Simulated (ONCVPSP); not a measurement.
Ne (Z = 10): excitation energies, all-electron against ONCV

Ne (Z = 10), optimised norm-conserving Vanderbilt (ONCV), made with ONCVPSP 4.0.1 (PBE, scalar-relativistic). Core [He], reference 2s2 2p6. Waves: 2s: rc 0.50 bohr, ncon 5, nbas 8, qcut 14.1 1/bohr, 1 projector; 2p: rc 0.80 bohr, ncon 5, nbas 8, qcut 12.3 1/bohr, 2 projectors, debl 0.7 Ha; d scattering state at 0.14 Ha: rc 0.75 bohr, ncon 4, nbas 7, qcut 15.3 1/bohr, 2 projectors, debl 2.2 Ha. Local part: polynomial inside 0.40 bohr (lpopt 5, dvloc0 1 Ha). Core correction: none.

Energies are relative to the spin-unpolarised reference configuration 2s2 2p6; without spin polarisation the order of configurations can differ from experiment.

**Question.** Give the all-electron excitation energy and the error of the potential for: 2s2 2p5; 2s2 2p4; 2s2 2p3; 2s2 2p5.5.

**Answer.**

| valence configuration | charge | ΔE all-electron (eV) | error AE − PS (meV) |
| --- | --- | --- | --- |
| 2s2 2p5 | +1 | 22.475 | +0.8 |
| 2s2 2p4 | +2 | 65.743 | +24 |
| 2s2 2p3 | +3 | 133.173 | +119 |
| 2s2 2p5.5 | +0.5 | 8.868 | -0.7 |
